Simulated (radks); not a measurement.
Values are calculated unless marked as measured or tabulated.
Ir2+, configuration [Xe] 4f12 5d7 6p2 (not the ground configuration). Level of theory: scalar-relativistic Kohn-Sham, PBE, spin-unpolarised, spherical densities, point nucleus (a radial shooting solver on a logarithmic mesh with Libxc functionals).

Radial electron density D(r) = 4 pi r^2 rho(r):

r (bohr)  D(r) (e/bohr)
0.001885          23.00
0.002194          28.18
0.002554          34.25
0.002973          41.25
0.003461          49.15
0.00403           57.85
0.004691          67.12
0.005461          76.59
0.006358          85.78
0.007342          93.62
0.008548          100.3
0.009951          104.7
0.01158           106.3
0.01349           105.0
0.0157            101.6
0.01828           97.40
0.02128           94.46
0.02477           95.06
0.02884           100.8
0.03357           111.8
0.03908           125.7
0.0455            138.0
0.05297           143.6
0.06166           139.7
0.07178           128.3
0.08357           116.1
0.09729           111.3
0.1133            117.3
0.1319            128.3
0.1535            132.3
0.1787            120.7
0.208             97.05
0.2422            75.91
0.2819            69.62
0.3282            76.49
0.3821            82.88
0.4448            77.29
0.5178            60.40
0.6029            41.71
0.7018            29.05
0.817             23.19
0.9436            20.44
1.098             17.22
1.279             12.94
1.489             8.638
1.733             5.319
2.018             3.232
2.349             2.062
2.734             1.376
3.183            0.8916
3.706            0.5117
4.314            0.2440
5.022           0.09217
5.847           0.02617
6.807          0.005288
7.924         0.0007239

D(r) has 4 maxima, at r = 0.0117, 0.0538, 0.149, 0.388 bohr, and minima at 0.0225, 0.0965, 0.277 bohr, inside which lie 1.89, 11.05, 29.94 electrons.
